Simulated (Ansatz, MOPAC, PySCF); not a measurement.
Species: NO₂, charge 0, multiplicity 2. SMILES: O=[N+][O-]
Structure (B3LYP-D3(BJ)/def2-TZVP (Ansatz, a program for electronic structure) minimum search):
```xyz
3

N      0.0134    -0.0054    -0.3206
O      1.0522     0.2917     0.1797
O     -1.0640    -0.2870     0.1008
```
Charge 0, spin multiplicity 2.

Unscaled harmonic wavenumbers (cm⁻¹) in rising order, each level at the stationary point that it reaches from this structure (no distance between atoms moves by over 0.3 Å); the order of modes can differ between levels, and a negative number is imaginary. B3LYP-D3(BJ)/def2-TZVP (PySCF, at the structure above): 768, 1394, 1699.

AM1 (MOPAC): 693, 1764, 2270. Zero-point energy 6.8 against 5.5 kcal/mol; where all levels lie over 400 cm⁻¹, the wavenumbers are on average 1.168 times those of B3LYP-D3(BJ)/def2-TZVP.

PM3 (MOPAC): 570, 1624, 2110. Zero-point energy 6.2 against 5.5 kcal/mol; where all levels lie over 400 cm⁻¹, the wavenumbers are on average 1.050 times those of B3LYP-D3(BJ)/def2-TZVP.

PM6 (MOPAC): 632, 1427, 1975. Zero-point energy 5.8 against 5.5 kcal/mol; where all levels lie over 400 cm⁻¹, the wavenumbers are on average 1.003 times those of B3LYP-D3(BJ)/def2-TZVP.

B3LYP/6-31G* (Ansatz): 749, 1404, 1720. Zero-point energy 5.5 against 5.5 kcal/mol; where all levels lie over 400 cm⁻¹, the wavenumbers are on average 0.998 times those of B3LYP-D3(BJ)/def2-TZVP.
